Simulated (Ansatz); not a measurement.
(ClAlO)4 cubane (Al₄Cl₄O₄), relaxed as a singlet with RKS PBE-D4/def2-SVP in Ansatz, starting from the GFN2-xTB geometry. Force threshold 0.03 eV/Å.

Start:

```tsv
atom	x (Å)	y (Å)	z (Å)
Al1	1.268	-0.437	-0.915
Cl2	2.829	-0.952	-2.032
O3	1.065	-0.769	0.901
Al4	0.504	0.979	1.193
Cl5	1.106	2.163	2.671
O6	0.673	1.303	-0.622
Al7	-1.086	0.782	-0.919
Cl8	-2.413	1.748	-2.039
O9	-0.491	-0.956	-1.175
Al10	-0.686	-1.325	0.641
Cl11	-1.524	-2.959	1.400
O12	-1.246	0.422	0.896
```

(1) Estimate the energy that the relaxation releases and the steps that it takes.

(2) Does the start keep its bonding?

(3) Predict the relaxed structure.

Answers

(1) 0.40 eV, in 3 steps; 11 s on 4 threads of Arm Neoverse V1 on a shared host. No frequencies were taken in this run, so the end may be a saddle point.

(2) By distances, no bond broke or formed. The bond that changes most is Al4–Cl5, from 1.99 to 2.08 Å (atoms count from 1).

(3) 
```xyz
12

Al    1.273   -0.430   -0.915
Cl    2.905   -0.980   -2.087
O     1.074   -0.776    0.908
Al    0.500    0.975    1.201
Cl    1.140    2.224    2.740
O     0.678    1.315   -0.625
Al   -1.087    0.786   -0.919
Cl   -2.479    1.793   -2.096
O    -0.494   -0.963   -1.187
Al   -0.686   -1.330    0.633
Cl   -1.566   -3.036    1.443
O    -1.258    0.425    0.904
```
Bond lengths (bridged metal pairs left out): 12 × Al–O 1.87 Å; 4 × Al–Cl 2.08 Å.
